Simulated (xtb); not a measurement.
xtb input for GaHBr₂, SMILES [Br][GaH][Br], GFN2-xTB. 

```
$ xtb mol.xyz --gfn 2 --sp --chrg 0 --uhf 0 --json
$ cat mol.xyz
4

Ga    -0.00000000     0.00000000    -0.77566818
H      0.00000000     0.00000000    -2.31927645
Br     0.00000000    -1.96816357     0.37664271
Br     0.00000000     1.96816356     0.37664272
```

Program output:

```
[banner left out]
          |                Calculation Setup                |
           -------------------------------------------------



           -------------------------------------------------
          |                 G F N 2 - x T B                 |
           -------------------------------------------------

        Reference                      10.1021/acs.jctc.8b01176
      * Hamiltonian:
        H0-scaling (s, p, d)           1.850000    2.230000    2.230000
        zeta-weighting                 0.500000
      * Dispersion:
        s8                             2.700000
        a1                             0.520000
        a2                             5.000000
        s9                             5.000000
      * Repulsion:
        kExp                           1.500000    1.000000
        rExp                           1.000000
      * Coulomb:
        alpha                          2.000000
        third order                    shell-resolved
        anisotropic                    true
        a3                             3.000000
        a5                             4.000000
        cn-shift                       1.200000
        cn-exp                         4.000000
        max-rad                        5.000000


          ...................................................
          :                      SETUP                      :
          :.................................................:
          :  # basis functions                  31          :
          :  # atomic orbitals                  28          :
          :  # shells                           10          :
          :  # electrons                        18          :
          :  max. iterations                   250          :
          :  Hamiltonian                  GFN2-xTB          :
          :  restarted?                      false          :
          :  GBSA solvation                  false          :
          :  PC potential                    false          :
          :  electronic temp.          300.0000000     K    :
          :  accuracy                    1.0000000          :
          :  -> integral cutoff          0.2500000E+02      :
          :  -> integral neglect         0.1000000E-07      :
          :  -> SCF convergence          0.1000000E-05 Eh   :
          :  -> wf. convergence          0.1000000E-03 e    :
          :  Broyden damping             0.4000000          :
          :  net charge                          0          :
          :  unpaired electrons                  0          :
          ...................................................

 iter      E             dE          RMSdq      gap      omega  full diag
   1     -9.9768782 -0.997688E+01  0.255E+01    4.71       0.0  T
   2    -10.0030179 -0.261398E-01  0.166E+01    4.37       1.0  T
   3    -10.0052121 -0.219417E-02  0.221E+00    4.59       1.0  T
   4    -10.0069167 -0.170457E-02  0.168E+00    4.42       1.0  T
   5    -10.0074045 -0.487860E-03  0.859E-01    4.40       1.0  T
   6    -10.0076148 -0.210286E-03  0.484E-01    4.41       1.0  T
   7    -10.0075483  0.664691E-04  0.268E-01    4.44       1.0  T
   8    -10.0076828 -0.134443E-03  0.594E-02    4.42       1.0  T
   9    -10.0076832 -0.390301E-06  0.203E-02    4.42       2.5  T
  10    -10.0076835 -0.307101E-06  0.748E-03    4.42       6.7  T
  11    -10.0076835 -0.375001E-07  0.446E-03    4.42      11.2  T
  12    -10.0076835 -0.631282E-08  0.667E-04    4.42      75.0  T
  13    -10.0076835 -0.500480E-09  0.130E-04    4.42     385.1  T

   *** convergence criteria satisfied after 13 iterations ***

         #    Occupation            Energy/Eh            Energy/eV
      -------------------------------------------------------------
         1        2.0000           -0.8710515             -23.7025
       ...           ...                  ...                  ...
         3        2.0000           -0.6102329             -16.6053
         4        2.0000           -0.4815748             -13.1043
         5        2.0000           -0.4806006             -13.0778
         6        2.0000           -0.4678897             -12.7319
         7        2.0000           -0.4661922             -12.6857
         8        2.0000           -0.4657827             -12.6746
         9        2.0000           -0.4578231             -12.4580 (HOMO)
        10                         -0.2953429              -8.0367 (LUMO)
        11                         -0.2088491              -5.6831
        12                         -0.0991340              -2.6976
        13                         -0.0558253              -1.5191
        14                         -0.0539857              -1.4690
       ...                                ...                  ...
        28                          2.5730808              70.0171
      -------------------------------------------------------------
                  HL-Gap            0.1624803 Eh            4.4213 eV
             Fermi-level           -0.3765830 Eh          -10.2473 eV

 SCC (total)                   0 d,  0 h,  0 min,  0.009 sec
 SCC setup                      ...        0 min,  0.000 sec (  1.246%)
 Dispersion                     ...        0 min,  0.000 sec (  0.259%)
 classical contributions        ...        0 min,  0.000 sec (  0.155%)
 integral evaluation            ...        0 min,  0.002 sec ( 23.015%)
 iterations                     ...        0 min,  0.004 sec ( 50.336%)
 molecular gradient             ...        0 min,  0.002 sec ( 23.529%)
 printout                       ...        0 min,  0.000 sec (  1.256%)

         :::::::::::::::::::::::::::::::::::::::::::::::::::::
         ::                     SUMMARY                     ::
         :::::::::::::::::::::::::::::::::::::::::::::::::::::
         :: total energy              -9.993366931979 Eh    ::
         :: gradient norm              0.000002645335 Eh/a0 ::
         :: HOMO-LUMO gap              4.421313064396 eV    ::
         ::.................................................::
         :: SCC energy               -10.007683022019 Eh    ::
         :: -> isotropic ES            0.017269348861 Eh    ::
         :: -> anisotropic ES          0.002026126941 Eh    ::
         :: -> anisotropic XC         -0.019125617605 Eh    ::
         :: -> dispersion             -0.002920487265 Eh    ::
         :: repulsion energy           0.014316090040 Eh    ::
         :: add. restraining           0.000000000000 Eh    ::
         :: total charge              -0.000000000000 e     ::
         :::::::::::::::::::::::::::::::::::::::::::::::::::::

           -------------------------------------------------
          |                Property Printout                |
           -------------------------------------------------

    * Orbital Energies and Occupations

         #    Occupation            Energy/Eh            Energy/eV
      -------------------------------------------------------------
         1        2.0000           -0.8710515             -23.7025
         2        2.0000           -0.8665780             -23.5808
         3        2.0000           -0.6102329             -16.6053
         4        2.0000           -0.4815748             -13.1043
         5        2.0000           -0.4806006             -13.0778
         6        2.0000           -0.4678897             -12.7319
         7        2.0000           -0.4661922             -12.6857
         8        2.0000           -0.4657827             -12.6746
         9        2.0000           -0.4578231             -12.4580 (HOMO)
        10                         -0.2953429              -8.0367 (LUMO)
        11                         -0.2088491              -5.6831
Note: The following floating-point exceptions are signalling: IEEE_DENORMAL
normal termination of xtb
        12                         -0.0991340              -2.6976
        13                         -0.0558253              -1.5191
        14                         -0.0539857              -1.4690
        15                         -0.0187163              -0.5093
        16                         -0.0071152              -0.1936
        17                          0.0024532               0.0668
        18                          0.0043759               0.1191
        19                          0.0049249               0.1340
        20                          0.0106433               0.2896
       ...                                ...                  ...
        28                          2.5730808              70.0171
      -------------------------------------------------------------
                  HL-Gap            0.1624803 Eh            4.4213 eV
             Fermi-level           -0.3765830 Eh          -10.2473 eV

     #   Z          covCN         q      C6AA      α(0)
     1  31 Ga       2.541     0.142   215.143    32.893
     2   1 H        0.907    -0.011     3.262     2.825
     3  35 Br       0.818    -0.065   186.504    22.018
     4  35 Br       0.818    -0.065   186.504    22.018

 Mol. C6AA /au·bohr⁶  :       1884.209544
 Mol. C8AA /au·bohr⁸  :     140950.464376
 Mol. α(0) /au        :         79.755254


Wiberg/Mayer (AO) data.
largest (>0.10) Wiberg bond orders for each atom

 ---------------------------------------------------------------------------
     #   Z sym  total        # sym  WBO       # sym  WBO       # sym  WBO
 ---------------------------------------------------------------------------
     1  31 Ga   3.329 --     4 Br   1.295     3 Br   1.295     2 H    0.738
     2   1 H    1.000 --     1 Ga   0.738     4 Br   0.131     3 Br   0.131
     3  35 Br   1.520 --     1 Ga   1.295     2 H    0.131
     4  35 Br   1.520 --     1 Ga   1.295     2 H    0.131
 ---------------------------------------------------------------------------

Topologies differ in total number of bonds
Writing topology from bond orders to xtbtopo.mol

molecular dipole:
                 x           y           z       tot (Debye)
 q only:        0.000       0.000      -0.252
   full:        0.000       0.000      -1.567       3.983
molecular quadrupole (traceless):
                xx          xy          yy          xz          yz          zz
 q only:        0.889       0.000      -1.817       0.000       0.000       0.928
  q+dip:        6.967      -0.000     -14.067       0.000      -0.000       7.100
   full:       10.845      -0.000     -16.266       0.000      -0.000       5.421


           -------------------------------------------------
          | TOTAL ENERGY               -9.993366931979 Eh   |
          | GRADIENT NORM               0.000002645335 Eh/α |
          | HOMO-LUMO GAP               4.421313064396 eV   |
           -------------------------------------------------

------------------------------------------------------------------------
------------------------------------------------------------------------
 total:
 SCF:
```

Self-consistency was reached.

Cost: around 0.05 core-seconds (rough).
